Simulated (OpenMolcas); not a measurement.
Nb4+ (d1) among equal point charges was computed by CASSCF with the d shell active (OpenMolcas, ANO-RCC-VTZP on the metal). Its lowest spin-free states, and all those of the highest spin:

```tsv
2S+1	Degeneracy	E (cm-1)
2	2	0.0
2	3	3221
```

Problem. Is the site octahedral, tetrahedral or cube-like, axial, or of lower symmetry?

Solution. The states with 2S+1 = 2 have orbital degeneracies 2, 3. Threefold states need a cubic site. For d1 at this spin an octahedron puts the threefold T2 below the twofold E and a tetrahedron or cube puts the twofold E below the threefold T2, so the site is a tetrahedron or a cube, which this pattern cannot tell apart. The first gap at this spin, 3220 cm-1, is |10Dq| in ligand-field theory. The run had Nb4+ among 8 point charges of -0.6 e arranged as a cube (Oh), 2.1 Å from the ion.

An orbital doublet at a regular site is open to a Jahn-Teller distortion, which this geometry leaves out. The ground term spreads over less than 5000 cm-1, several times less than with real ligands, so orbital moments are less quenched and χT lies further from the spin-only value than at real sites. This is an electrostatic model: the charges have no orbitals. No measured value stands beside these numbers.
